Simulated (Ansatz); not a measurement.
Computed with Ansatz on PBE0-D4/def2-TZVP structures; ΔE is electronic, products minus reactants. CBS: MP2 limit from def2 TZ/QZ plus the TZ coupled-cluster correction, frozen cores. This one scheme is used for every species. Functionals use def2-TZVPP. B3LYP here is the variant with VWN-RPA as its local correlation; programs differ in this. One conformer a species, not always the lowest.

Reaction (hydrogenolysis of the Al–C bond): `[CH3][Al]([OH])[CH2]F` + H₂ → `[CH3][AlH][OH]` + `CF`

`[CH3][Al]([OH])[CH2]F`:

```xyz
11

C    -1.800    0.299   -0.309
Al    0.038    0.352    0.301
O     0.485    1.532    1.440
C     1.430   -0.913   -0.334
F     0.876   -1.808   -1.263
H    -1.855    0.153   -1.392
H    -2.333   -0.542    0.146
H    -2.340    1.212   -0.052
H     1.358    1.636    1.813
H     1.868   -1.511    0.476
H     2.273   -0.410   -0.826
```

H₂:

Cartesian coordinates in Å:
```
H 0.167 0.288 0.168
H -0.167 -0.288 -0.168
```

`[CH3][AlH][OH]`:

Z-matrix (Å, degrees):
```
C
Al 1 1.941
H 1 1.092 2 111.9
H 1 1.095 2 111.0 3 120.7
H 1 1.095 2 111.2 3 -121.1
O 2 1.701 1 117.6 3 -3.3
H 2 1.589 1 124.2 3 176.8
H 6 0.956 2 122.5 1 -179.8
```

`CF`:

```xyz
5

C     0.021   -0.021   -0.053
F    -0.456    0.452    1.148
H     0.891   -0.655    0.133
H     0.307    0.825   -0.682
H    -0.762   -0.601   -0.545
```

(1) Is it downhill or uphill in electronic energy at CCSD(T)/CBS, and by how much? (An estimate is asked.)

(2) What do these levels give: B3LYP-D4, B2PLYP, r2SCAN, CCSD/def2-TZVPP, MP2/def2-QZVPP, SCS-MP2/def2-QZVPP? (An estimate is asked.)

Largest T1 diagnostic among the species: 0.012.

Results:

(1) Computed: Downhill: ΔE = -41.2 kJ/mol.

(2) Ansatz gave: B3LYP-D4 -39.9, B2PLYP -45.3, r2SCAN -38.2, CCSD/def2-TZVPP -49.0, MP2/def2-QZVPP -40.0, SCS-MP2/def2-QZVPP -45.3 kJ/mol.

From PBE to PBE0 (25 % exact exchange), in def2-TZVPP and without D4, ΔE moves by −6.9 kJ/mol. In def2-TZVPP, CCSD(T) changes the Hartree–Fock value by +25.1 kJ/mol (the triples alone add +4.5 kJ/mol) and MP2 by +27.7 kJ/mol.
